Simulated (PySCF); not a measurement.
Re(50+): ionisation energy

Re(50+) [Ar] 3d7 (4F) → Re(51+) [Ar] 3d6 (5D), as a difference of total energies. All numbers are calculated (PySCF 2.14, scalar relativity by spin-free X2C-1e, in an even-tempered Gaussian basis (17 s from 11 bohr⁻², ratio 2.5; 13 p from 15 bohr⁻², ratio 2.5; 7 d from 15 bohr⁻², ratio 2.5; 4 f from 60 bohr⁻², ratio 2.7; 3 g from 89 bohr⁻², ratio 2.7)). Correlated levels: outer shells: [Ne] frozen; virtual orbitals above 40 to 60 times the deepest correlated orbital energy dropped. The calculations carry no spin-orbit coupling.

| method | ionisation energy (eV) |
| --- | --- |
| UHF | 4630.8 |
| LDA | 4629.9 |
| PBE | 4631.2 |
| PBE0 | 4631.6 |
| r2SCAN | 4633.2 |
| revPBE | 4631.1 |
| B2PLYP | 4631.8 |
| MP2 (outer shells) | 4631.9 |
| SCS-MP2 (outer shells) | 4632.1 |

Spin-orbit coupling is strong in these open shells (close to jj coupling). The scalar numbers leave it out and a first-order estimate fails, so it can dominate the gap to the real levels.

Breit and QED terms and the two-electron picture change are absent.

For comparison: 4609 ± 4 eV (theoretical estimate listed by NIST; NIST Atomic Spectra Database, ionization energies).
